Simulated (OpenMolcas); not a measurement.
## Tm3+ in a ligand field

Tm3+ with 8 ligands (fluoride) in square antiprismatic coordination (D4d) at 2.3 Å. A charge of +0.625 e stands 2.6 Å behind each ligand. Ligand basis ANO-RCC-VDZP.
```
Tm    0.0000    0.0000    0.0000
F     1.7881    0.7407    1.2426
F    -0.7407    1.7881    1.2426
F    -1.7881   -0.7407    1.2426
F     0.7407   -1.7881    1.2426
F     1.7881   -0.7407   -1.2426
F     0.7407    1.7881   -1.2426
F    -1.7881    0.7407   -1.2426
F    -0.7407   -1.7881   -1.2426
```

```
Program             : OpenMolcas
Method              : CASSCF
Basis               : ANO-RCC-VDZP [7s6p4d2f1g]
Scalar Hamiltonian  : DKH2, point nucleus
Active space        : 12 electrons in 7 orbitals (4f)
State averaging     : 2S+1 = 3 even, 21 roots; 2S+1 = 1 even, 27 roots kept (CI in the orbitals of an earlier block)
Spin-orbit coupling : state interaction with AMFI integrals over the reference wave functions
```

The lowest spin-free states, above the lowest:

| State | Degeneracy | E (cm-1) | Free-ion L (%) |
| --- | --- | --- | --- |
| 2S+1 = 3 | 2 | 0.0 | H (100) |
| 2S+1 = 3 | 2 | 379.9 | H (100) |
| 2S+1 = 3 | 2 | 392.0 | H (100) |
| 2S+1 = 3 | 2 | 404.3 | H (100) |
| 2S+1 = 3 | 2 | 413.3 | H (100) |
| 2S+1 = 3 | 1 | 428.2 | H (100) |
| 2S+1 = 3 | 2 | 8178 | F (100) |
| 2S+1 = 3 | 1 | 8204 | F (100) |
| 2S+1 = 3 | 2 | 8292 | F (100) |
| 2S+1 = 3 | 2 | 8325 | F (100) |
| 2S+1 = 1 | 1 | 9126 | G (100) |
| 2S+1 = 1 | 1 | 9191 | G (100) |
| 2S+1 = 1 | 1 | 9195 | G (100) |
| 2S+1 = 1 | 2 | 9273 | G (100) |
| 2S+1 = 1 | 2 | 9438 | G (100) |
| 2S+1 = 1 | 2 | 9508 | G (100) |
| 2S+1 = 1 | 2 | 28088 | D (100) |
| 2S+1 = 1 | 1 | 28221 | D (100) |
| 2S+1 = 1 | 2 | 28413 | D (100) |
| 2S+1 = 1 | 2 | 33858 | I (100) |

The lowest levels with spin-orbit coupling:

```csv
E (cm-1),Degeneracy,2S+1,J,|mJ| (%),g
0.0,2,3,6.01,6 (100),0.00 0.00 13.96
335.3,2,3,6.01,5 (100),0.00 0.00 11.61
390.9,2,3,6.01,3 (100),0.00 0.00 6.98
392.6,1,3,6.01,4 (100),
392.7,1,3,6.01,4 (100),
402.2,2,3,6.01,2 (100),0.00 0.00 4.65
421.1,2,3,6.01,1 (100),0.00 0.00 2.32
429.7,1,3,6.01,0 (100),
6921,1,3 (65 %),4.01,0 (100),
6996,2,3 (65 %),4.01,1 (100),0.00 0.00 2.15
7006,1,3 (65 %),4.01,4 (100),
7007,1,3 (65 %),4.01,4 (100),
7127,2,3 (65 %),4.01,3 (100),0.00 0.00 6.65
7134,2,3 (66 %),4.01,2 (100),0.00 0.00 4.40
8436,2,3,5.01,5 (100),0.00 0.00 10.33
8695,1,3,5.01,4 (100),
8695,1,3,5.01,4 (100),
8755,2,3,5.01,3 (100),0.00 0.00 6.18
8771,2,3,5.01,2 (100),0.00 0.00 4.20
8779,2,3,5.01,1 (100),0.00 0.00 2.14
```

Electric-dipole absorption from the lowest level at this geometry, strongest bands:

```tsv
E (cm-1)	λ (nm)	f
13693	730	1.28e-06
16605	602	1.90e-06
```

Powder χT (cm3 K/mol): 6.1 at 2 K, 6.13 at 10 K, 6.31 at 50 K, 6.52 at 100 K, 6.86 at 200 K, 7 at 300 K. The effective moment at 300 K is 2.828 √(χT) = 7.48 μB.

Hund's rules give f12 the level 3H6 with g = 1.167, so an isolated free-ion multiplet has χT = g² J(J+1) / 8 = 7.146 cm3 K/mol. The computed 7.002 at 300 K differs by -2 %, through the field's splitting, the mixing of terms and any other multiplet in reach.

Stevens parameters of the J = 6 multiplet, which is 430 cm-1 wide (cm-1, z along the main axis): B20 = -3.325e+00, B40 = -1.543e-02, B60 = -1.239e-04.

Metal share of the active 4f orbitals (Löwdin): 100, 100, 100, 100, 100, 100, 100 %; Mulliken charge of the metal 2.55.

Without dynamic correlation the ligand-field splitting of an f shell can come out too small, at times by half. The first state left out of the spin-orbit step lies near 83000 cm-1 above the lowest spin-free state of the reference (among the parities and spins computed), and the lists stop at four fifths of that energy or lower. No measured value stands beside these numbers; the geometry was imposed, not optimised, and the real ion may take another.

The RASSCF and RASSI steps took 110 s on 1 thread of Arm Neoverse V2 (shared host); the integral step is not counted.

A state without a sure symmetry label is named by its multiplicity alone. With an even number of electrons the g values are those of a degenerate or nearly degenerate non-Kramers pair.
